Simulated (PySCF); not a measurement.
Unrelated species, one level of theory. Theory: TDDFT CAM-B3LYP/def2-SVPD, vertical, gas phase, core orbitals frozen in the response (PySCF 2.14.0, density-fitted response routines). Geometries: GFN2-xTB; one conformer of each isolated species. Triplets are in the Tamm–Dancoff approximation. Ions are computed without counter-ions or solvent.

Question: Rank by computed S1–T1 gap, highest first.
A. `C(c1sncc1N)N=C`
B. `O=C(O)C(F)(F)C(F)(F)F`
C. `CC1C=C[PH2+]C=C1`
D. `CC#C/C(F)=C(\C#N)C=O`

Answer: C (2.05 eV), A (1.33 eV), D (0.93 eV), B (0.54 eV).

```json
{"SMILES": "CC1C=C[PH2+]C=C1", "S1−T1 (eV)": "2.05", "S1 (eV)": "6.36", "T1 (eV)": "4.31", "S1 mainly": "H→L+1 (94%)", "T1 mainly": "H-1→L+1 (49%)", "f(S1)": "0.003"}
{"SMILES": "C=NCc1sncc1N", "S1−T1 (eV)": "1.33", "S1 (eV)": "4.67", "T1 (eV)": "3.34", "S1 mainly": "H→L (84%)", "T1 mainly": "H→L (50%)", "f(S1)": "0.086"}
{"SMILES": "CC#C/C(F)=C(\\C#N)C=O", "S1−T1 (eV)": "0.93", "S1 (eV)": "3.64", "T1 (eV)": "2.71", "S1 mainly": "H-1→L (84%)", "T1 mainly": "H→L (94%)", "f(S1)": "0.000"}
{"SMILES": "O=C(O)C(F)(F)C(F)(F)F", "S1−T1 (eV)": "0.54", "S1 (eV)": "5.67", "T1 (eV)": "5.14", "S1 mainly": "H→L (94%)", "T1 mainly": "H→L (94%)", "f(S1)": "0.002"}
```

H and L stand for HOMO and LUMO. For `CC1C=C[PH2+]C=C1` and `CC#C/C(F)=C(\C#N)C=O` the leading configurations of S1 and T1 differ. Singlets come from full response and triplets from the Tamm–Dancoff approximation.
